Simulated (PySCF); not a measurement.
BH3S2, SMILES SBS.

Geometry optimised at PBE-D3(BJ)/def2-TZVP. The values are those of a single conformer.

Computed with TDA-ωB97X/def2-SVPD (PySCF).

Vertical excitations. Gas-phase values at a fixed geometry. State labels are in the subgroup C2v.

```
state  symmetry  energy (eV)  λ (nm)      f                                                                 main pairs
-----  --------  -----------  ------  -----  -------------------------------------------------------------------------
S1           B2         6.13     202  0.311                                                             HOMO→LUMO 94 %
S2           A2         6.22     199  0.000                                                           HOMO→LUMO+1 75 %
S3           B1         6.74     184  0.001                                                           HOMO−1→LUMO 96 %
S4           B1         7.08     175  0.018   HOMO−2→LUMO+1 36 %, HOMO→LUMO+5 23 %, HOMO→LUMO+2 19 %, HOMO→LUMO+11 6 %
S5           A1         7.49     165  0.066                                                           HOMO−2→LUMO 85 %
S6           A2         7.67     162  0.000                                                           HOMO−3→LUMO 79 %
S7           A2         7.72     161  0.000       HOMO→LUMO+3 52 %, HOMO→LUMO+4 11 %, HOMO→LUMO+1 9 %, HOMO−3→LUMO 8 %
S8           B1         8.06     154  0.110  HOMO→LUMO+2 53 %, HOMO→LUMO+5 16 %, HOMO−2→LUMO+3 13 %, HOMO→LUMO+11 10 %
S9           A1         8.13     153  0.000                                                         HOMO−1→LUMO+1 83 %
S10          A2         8.52     145  0.000                                         HOMO→LUMO+7 48 %, HOMO→LUMO+4 31 %
T1           B2         4.93     252      0                                                             HOMO→LUMO 98 %
T2           A2         5.87     211      0                                                           HOMO→LUMO+1 69 %
T3           A1         6.05     205      0                                                           HOMO−2→LUMO 96 %
T4           B1         6.21     200      0                                                           HOMO−1→LUMO 94 %
```
Triplets are in the Tamm–Dancoff approximation.
